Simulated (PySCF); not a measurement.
C5H2ClFOS.
Bonds: F1–C2, C2–O3, O3–C4, C4–C5 (double), C5–C6, C6–S7 (double), C6–C8, C8–Cl9, C2–C8 (double). Hydrogens: H10 on C4; H11 on C5.

NICS is the negative of the GIAO shielding at a point without a nucleus: at the ring centre (0) and 1 Å above and below it (1); zz is the component along the ring normal. Level: GIAO PBE0/pcSseg-1 (PySCF, non-relativistic, gas phase) on the GFN2-xTB geometry, one conformer.

Ring bond lengths (Å), with Mayer bond orders in brackets: C2–O3 1.336 (1.05), O3–C4 1.351 (0.99), C4–C5 1.342 (1.71), C5–C6 1.440 (1.10), C6–C8 1.449 (0.98), C8–C2 1.353 (1.53).

What do the NICS probes read (ppm)?

```json
{"ring": "C2–O3–C4–C5–C6–C8", "type": "6-membered ring with O; bonds drawn aromatic by RDKit's count", "NICS(0)": "-0.5", "NICS(1), two faces": "-3.5 / -3.5", "NICS(1)zz, two faces": "-4.3 / -4.3", "rms pucker (Å)": "0.00", "centre to ring atoms, mean (Å)": "1.38"}
```

What can be read from them?

- C2–O3–C4–C5–C6–C8: mean NICS(1)zz -4.3 ppm, shielded. That is too small in size for a clear verdict by the NICS criterion.

And the bond-length index? HOMA = 1 − mean of α(R − Ropt)² over the ring bonds, with Krygowski's 1993 parameters (CC: Ropt 1.388 Å, α 257.7 Å⁻²; CO: Ropt 1.265 Å, α 157.38 Å⁻²).

- C2–O3–C4–C5–C6–C8: HOMA 0.25; the largest term is that of O3–C4, α(R − Ropt)² = 1.17. The geometric and the magnetic index point the same way.

The run took 26 s of wall time on an Arm Neoverse V1 with one thread, shared host. This is the whole shielding run at PBE0/pcSseg-1, SCF included.
